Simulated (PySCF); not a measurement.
## Excited states of Zr⁴⁺ (zirconium, charge +4)

Ground state [Kr], ¹S. Computed with PySCF 2.14 in aug-cc-pVTZ-PP with one added diffuse shell each of s, p, d, f, g type with ECP28MDF (7s7p6d4f3g, 113 functions), with scalar relativity through the core potential. Vertical excitation energies in eV without spin-orbit coupling; excited terms of each kind are numbered among those the solver found. Frozen: nothing.

```csv
term,leading excitation,EOM-EE-CCSD
1 3P°,4p → d,30.355
1 3F°,4p → d,31.559
1 1D°,4p → d,33.285
1 3D°,4p → d,33.470
1 1F°,4p → d,33.696
1 1P°,4p → s,41.066
1 3S,4p → p,45.979
1 3D,4p → p,47.045
1 1D,4p → p,47.406
1 1P,4p → p,47.643
1 3P,4p → p,47.713
1 1S,4p → p,49.117
1 3G,4p → f,57.184
1 1G,4p → f,57.408
```

The spin-orbit splitting of the hole, absent here, rivals or exceeds the spacing of these terms, so the LS terms are model states.

The solver can miss terms.
